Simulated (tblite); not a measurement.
Cl4Te, triplet, geometry from GFN2-xTB (a higher spin typed on purpose: for a closed-shell molecule this is an excited state); GFN1-xTB in tblite 0.6.0.

Here is a job for tblite.
```
$ tblite run mol.xyz --method gfn1 --charge 0 --spin 2 --guess eeq --json tblite.json --no-restart

# file mol.xyz
5

Te    -0.00000000     0.00000000    -0.00000000
Cl     1.50529057    -1.91103356    -0.16539007
Cl     1.91460967     1.50159192     0.15746220
Cl    -1.50510087     1.91713111    -0.06769397
Cl    -1.91479936    -1.50768947     0.07562184
```

### Question
What does tblite print? Leave out banner, timings and long lists.

### Answer

```
xTB calculator
 | screened Coulomb repulsion
 | Coulomb electrostatics
 |  * isotropic Klopman-Ohno-Mataga-Nishimoto electrostatics
 |  * onsite third-order electrostatics
 | DFT-D3(BJ) dispersion correction

halogen bonding energy    0.0000000000000E+00 Eh
repulsion energy          6.9058679520308E-03 Eh
dispersion energy        -3.4957518451800E-03 Eh
number of electrons       3.4000000000000E+01 e
integral cutoff           2.5289693214950E+01 bohr

------------------------------------------------------------
  cycle        total energy    energy error   density error
------------------------------------------------------------
      1     -20.76403971953  -2.0767450E+01   1.9833785E-01
      2     -20.76454034369  -5.0062416E-04   1.8329500E-01
      3     -20.77220351757  -7.6631739E-03   8.7860420E-02
      4     -20.77290531518  -7.0179761E-04   2.7709530E-03
      5     -20.77291957920  -1.4264024E-05   2.8281922E-04
      6     -20.77291960393  -2.4730287E-08   6.1364187E-05
      7     -20.77291961102  -7.0910993E-09   1.4031658E-06
------------------------------------------------------------

electronic energy        -2.0776329727131E+01 Eh
total energy             -2.0772919611025E+01 Eh

Post processing:
 | Mayer-Wiberg bond orders

[Info] JSON dump of results written to 'tblite.json'
```
